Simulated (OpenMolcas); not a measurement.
## Cs: effect of correlating more closed shells

```yaml
Program: OpenMolcas 26.06
Basis: ANO-RCC-VTZP [8s7p4d2f1g]
Scalar_Hamiltonian: DKH2, point nucleus
Active_space: 1 electron in 4 orbitals (6s 6p)
State_averaging: 2S+1 = 2 even, 1 root; 2S+1 = 2 odd, 3 roots
Spin-orbit_coupling: state interaction with AMFI integrals over the reference wave functions, term energies averaged over their components
```

Methods on the same reference wave functions:
A. CASSCF
B. SS-CASPT2, IPEA 0.25 Eh, imaginary shift 0.1 Eh (closed shells correlated: 5s 5p)
C. SS-CASPT2, IPEA 0.25 Eh, imaginary shift 0.1 Eh (closed shells correlated: 4d 5s 5p)

Energies in cm-1 above 6s 2S 1/2, the measured ground level; measured values from NIST Handbook of Basic Atomic Spectroscopic Data.

```csv
Level,A,B,C,Measured
6s 2S 1/2,0.0,0.0,0.0,0.0
6p 2P* 1/2,9292,10771,10890,11178
6p 2P* 3/2,9599,11078,11197,11732
```

Deviations, from unrounded energies. A percentage is the sum of absolute deviations over the sum of measured energies, with the sign that they share, or ± where signs differ.

| Against measurement | Levels | A | B | C |
| --- | --- | --- | --- | --- |
| mean absolute deviation (cm-1) | 2 | 2000 | 530 | 410 |
| other configurations (%) | 2 | -17.5 | -4.6 | -3.6 |

C lies closest to measurement on these levels and A furthest from it. The largest miss of C in the table is 6p 2P* 3/2, by -540 cm-1. The ranking rests on the paired levels alone, and a cruder setting can come out closer through cancelling errors.

Between B and C the level of the table that moves most is 6p 2P* 1/2, by 120 cm-1 (lowest in B, highest in C).

The lowest spin-free term lies below A's lowest term by 0.155 hartree in B, 0.256 hartree in C.

What an inner shell adds also hangs on whether the basis holds functions to correlate it.

ANO sets are built for ground and valence states and can reach diffuse excited orbitals poorly. With one active electron the reference holds no correlation, so core polarisation is missing (holds for A). With one active electron, CASPT2 adds the correlation within the correlated inactive shells and between them and that electron, and leaves the splitting within a term as the reference gives it (holds for B; C). Measured partners are found by configuration, term and J. A level has none where our copy of the source lacks it or the pairing is in doubt (some pairs that miss far off the trend of their configuration count as doubtful), and it then counts in no deviation. Levels of configurations outside the active space are missing.

* marks odd parity.
